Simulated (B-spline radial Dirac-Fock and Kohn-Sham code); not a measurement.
# Isotope-shift constants of the inner levels of Mn

System: neutral manganese, configuration [Ar] 3d5 4s2.

Level of theory: first-order field-shift and mass-shift constants from Dirac-Fock ground and hole states with a Fermi nucleus; the mass shift has no relativistic recoil terms; an atomic code on a B-spline grid. A binding energy shifts by δE = F·δ⟨r²⟩ + (K_N + K_S)·δ(1/M); F is taken for a change of radius at fixed skin thickness and so holds the higher radial moments.

```csv
level,F (meV/fm²),K_N (meV u),K_S (meV u)
K (1s),-2.857,-3599,1337
L1 (2s),-0.2614,-431.0,-127.0
L2 (2p1/2),0.02872,-364.6,337.1
L3 (2p3/2),0.02942,-358.9,322.9
M1 (3s),-0.03484,-55.38,-32.33
M2 (3p1/2),0.005448,-35.20,33.34
M3 (3p3/2),0.005542,-34.51,30.70
```

Line shifts in meV from A = 55 (mass 54.9380 u, rms radius 3.7057 fm); radii from Angeli and Marinova (2013).

```csv
A,mass (u),radius (fm),Kα1,Kα2,Kβ1,Lβ3
50,49.9542,3.712,-4.18,-4.19,-4.23,-1.02
51,50.9482,3.7026,-3.11,-3.12,-3.15,-0.78
52,51.9456,3.6706,-1.59,-1.60,-1.63,-0.51
53,52.9413,3.6662,-0.69,-0.69,-0.72,-0.30
54,53.9404,3.6834,-0.27,-0.28,-0.29,-0.14
56,55.9389,3.7146,?,?,?,?
```

Task: What are the shifts for A = 56?

Result: Kα1 +0.53 meV (field -0.19, mass +0.72); Kα2 +0.54 meV (field -0.19, mass +0.73); Kβ1 +0.55 meV (field -0.19, mass +0.74); Lβ3 +0.16 meV (field -0.02, mass +0.18).

Values without a named source are computed, but for edge energies of neutral atoms, which are taken from tables.
